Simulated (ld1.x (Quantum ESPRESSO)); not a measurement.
Results of a calculation; reference values are marked as such.
# Pseudopotentials across the periodic table

Generated with ld1.x 7.5 (TM, RRKJ, ultrasoft, PAW), atompaw 4.2 or ONCVPSP 4.0.1. The cutoff is in Ry: for ld1.x and atompaw files where the sum of valence levels is converged to 10 mRy in a Bessel basis, for ONCV files where the hardest occupied wave has 1 mHa per electron of residual kinetic energy. The error is the largest all-electron minus pseudo excitation energy over each file’s own four to seven test configurations (ionisations up to +4, promotions, holes and added fractions of an electron), all of which were solved. The labels leave out finer settings (local radius, basis sizes, second energies), which also bear on the numbers. Spin-polarised tests are not counted. The rows are a selection from randomly drawn settings: files with unsolved tests, undetermined cutoffs or missed reference levels are left out.

A true bound ghost makes a file unfit for plane-wave use even where its test errors are small: the radial tests pick states by their node count and pass the ghost by.

```tsv
element	potential	cutoff (Ry)	largest error (meV)	bound ghosts
F	RRKJ, PBEsol, scalar-relativistic, rc 0.55/1.00 (sp), local p, core correction yes, reference 2s2 2p3	230	+244	none
Pt	TM, PBE, non-relativistic, rc 2.05/1.75/1.90/2.00 (spdf), local d, core correction yes, reference 5p6 5d9 6s1 6p0	45	-33	s
Pb	PAW, PW91, scalar-relativistic, rc 1.95/2.35/1.85 (spd), local smoothed, core correction yes, reference 5d10 6s2 6p1.5	35	-27	s
```

Question: Fill in the row for S: PAW, PBEsol, scalar-relativistic, rc 1.45/1.80 (sp), local smoothed, core correction yes, reference 3s2 3p3.

Answer: cutoff 18 Ry, largest error -89 meV, bound ghosts: none.

Question: Fill in the row for Ru: TM, LDA (PZ), scalar-relativistic, rc 1.70/1.75/1.90 (spd), local d, core correction no, reference 4s2 4p6 4d5 5s0 5p0.

Answer: cutoff 50 Ry, largest error +965 meV, bound ghosts: none.
